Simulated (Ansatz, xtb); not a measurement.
## Ranking isomers of C6H8Si

3 gas-phase structures of C6H8Si, from a drawn sample of its isomers (lower ones may exist). Each was relaxed with GFN2-xTB:

A. `C=C[SiH]1C=CC=C1`, a singlet
B. `C=CC1=C[SiH2]C=C1`, a singlet
C. `C=CC1=CC=C[SiH2]1`, a singlet

Question: Estimate their order in r2SCAN-D4/def2-SVP energy at these geometries, lowest first.

Answer: Calculated order at r2SCAN-D4/def2-SVP: C (0.0), B (1.5), A (4.4) kcal/mol.

Energies above the lowest of each column, in kcal/mol; the last columns are at PBE0-D3(BJ)/def2-SVP geometries:

```tsv
structure	GFN2-xTB	HF/STO-3G	r2SCAN-D4/def2-SVP	PBE0-D3(BJ)/def2-SVP	CCSD(T)/def2-SVP + ΔMP2/def2-TZVPP
C	0.0	1.9	0.0	0.0	0.4
B	2.4	2.7	1.5	1.3	0.5
A	17.5	0.0	4.4	3.0	0.0
```

CCSD(T)/def2-SVP + ΔMP2/def2-TZVPP has A and B and C within 1 kcal/mol of each other at the bottom, and every level picks one of them. CCSD(T)/def2-SVP + ΔMP2/def2-TZVPP orders those it was run on as A (0.0), C (0.4), B (0.5) kcal/mol. Less than 1 kcal/mol parts A and C; C and B, so the order within those pairs means little. Flexible structures stand in one conformer each, not always the lowest. ΔMP2 is the change of the MP2 energy from the smaller to the larger basis.

Programs: Ansatz 0.2.0, xtb 6.7.1.
